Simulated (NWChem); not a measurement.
Plane-wave run on MgS (space group Fm-3m)

```xyz
2
Lattice="0.0000 2.6044 2.6044 2.6044 0.0000 2.6044 2.6044 2.6044 0.0000" Properties=species:S:1:pos:R:3 pbc="T T T"
Mg     0.0000     0.0000     0.0000
S      2.6044     2.6044     2.6044
```

Program: NWChem. Origin of the cell: Materials Project cell, not relaxed here.

Norm-conserving pseudopotentials with valence charges Mg 2, S 6, fixed occupations, no spin-orbit coupling, density cut at twice the wavefunction cutoff.

Level: LDA (Vosko), Troullier-Martins, cutoff 25 Ha, density from a 4×4×4 mesh. Bands run along Γ–X–U|K–Γ–L–W–X with k in units of the cell's reciprocal vectors.

**Question.** What gap does the band structure show, and how wide is the group of occupied bands?

**Answer.** It shows an indirect gap along this path of 2.53 eV from Γ to X (smallest direct gap on this path 3.36 eV). The 4 occupied bands reach 12.6 eV below the valence-band top.
